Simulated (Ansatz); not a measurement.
Program: Ansatz. Geometries: PBE0-D4/def2-TZVP. ΔE: electronic, gas phase. CCSD(T)/CBS is the MP2 limit (def2-TZVPP, def2-QZVPP) plus CCSD(T) − MP2 in def2-TZVPP, frozen cores. This one scheme is used for every species, atoms too. Functionals use def2-TZVPP. B3LYP here is the variant with VWN-RPA as its local correlation; programs differ in this. Open shells (•) are unrestricted, without spin–orbit coupling. Spin–orbit coupling would lower the free atoms: a little for C, F, Si; clearly for Br. Bonds to Br are less sure, by a few kJ/mol each and by 10 to 20 or more in all where they break to atoms, as the def2 sets lack core-valence functions. Scalar relativity is left out up to krypton. One conformer a species, not always the lowest.

Reaction (atomization): `C[SiH2]C(F)Br` → Br• + 2 C• + F• + 6 H• + Si•

(1) What is ΔE at CCSD(T)/CBS? (An estimate is asked.)

(2) What do these levels give: r2SCAN-D4, B3LYP-D4, ωB97X-V, r2SCAN, MP2/def2-QZVPP, SCS-MP2/def2-QZVPP? (Estimate.)

Largest T1 diagnostic among the species: 0.012.

## Answers

(1) Computed: +903.7 kcal/mol.

(2) The calculation gave: r2SCAN-D4 905.7, B3LYP-D4 900.0, ωB97X-V 905.2, r2SCAN 904.2, MP2/def2-QZVPP 906.1, SCS-MP2/def2-QZVPP 902.4 kcal/mol.

From PBE to PBE0 (25 % exact exchange), in def2-TZVPP and without D4, ΔE moves by −13.5 kcal/mol: exact exchange takes away binding that semilocal exchange gives to molecules. In def2-TZVPP, CCSD(T) changes the Hartree–Fock value by +218.1 kcal/mol (the triples alone add +13.1 kcal/mol) and MP2 by +230.3 kcal/mol; breaking electron pairs costs correlation energy, which Hartree–Fock lacks. The D4 term adds +9.7 kcal/mol with B3LYP and +5.1 kcal/mol with PBE0; it sums over pairs of atoms, weighted by their polarisabilities, and B3LYP, whose exchange is more repulsive, gets the larger term.

For atomizations the MP2-based limit and the directly extrapolated one differ by several kJ/mol either way, and by 10 to 25 for some Ge, Se and Sn compounds, so smaller differences from it don't rank the levels.
